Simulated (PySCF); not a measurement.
## Radial density of Ar (argon, neutral)

B3LYP, [Ar], closed-shell 1S. Calculation: PySCF 2.14, in x2c-SVPall; scalar relativity by spin-free X2C-1e.

| r (bohr) | 4πr²ρ (e/bohr) |
| --- | --- |
| 0.00139 | 0.09565 |
| 0.00234 | 0.2662 |
| 0.00393 | 0.7213 |
| 0.00661 | 1.836 |
| 0.0111 | 4.241 |
| 0.0187 | 8.961 |
| 0.0314 | 15.77 |
| 0.0529 | 20.89 |
| 0.0889 | 18.08 |
| 0.150 | 14.55 |
| 0.252 | 20.43 |
| 0.423 | 15.76 |
| 0.712 | 4.671 |
| 1.20 | 5.915 |
| 2.01 | 2.854 |
| 3.39 | 0.2835 |
| 5.70 | 5.138e-05 |

Densities and radii are taken from the X2C orbitals without a picture-change correction, which distorts them close to the nucleus.
